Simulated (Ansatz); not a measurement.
Coupled-cluster diagnostics for the cluster GeS2⁺ (the lowest doublet isomer of a short search), Ansatz.

Geometry of the doublet (r2SCAN-D4/def2-TZVP):

| atom | x (Å) | y (Å) | z (Å) |
| --- | --- | --- | --- |
| Ge1 | 0.710 | -1.179 | -0.077 |
| S2 | 0.199 | 0.972 | -0.710 |
| S3 | -0.909 | 0.206 | 0.787 |

Correlated methods freeze 19 core orbitals; core or outer-core shells of Ge are correlated, in sets that lack core-valence functions. The structure comes from a short search, and lower isomers may exist.

Geometry of the charge 1 quartet (r2SCAN-D4/def2-TZVP):

```xyz
3

Ge    0.8113    1.4653   -0.1670
S     0.0108   -1.0606   -0.7071
S    -0.8221   -0.4047    0.8741
```

Problem. Estimate the CCSD(T) correlation energy, the shares of MP2 and (T), T1 and the reference's ⟨S²⟩ for: charge 1, doublet, own geometry in def2-TZVPP; charge 1, quartet, own geometry in def2-TZVPP; and the rough time on 4 threads of Arm Neoverse V1 on a shared host.

Solution. 
| state | basis | correlation (eV) | MP2 share (%) | (T) share (%) | T1 | ⟨S²⟩ (pure) | wall time |
| --- | --- | --- | --- | --- | --- | --- | --- |
| charge 1, doublet, own geometry | def2-TZVPP | -15.973 | 90.7 | 5.5 | 0.018 | 0.81 (0.75) | 8.5 s |
| charge 1, quartet, own geometry | def2-TZVPP | -15.222 | 89.5 | 5.2 | 0.020 | 3.84 (3.75) | 11 s |
Customary marks for T1 are 0.02 (closed shells), 0.045 (open shells) and about 0.05 (3d metals). T1 stays under 0.02 throughout.
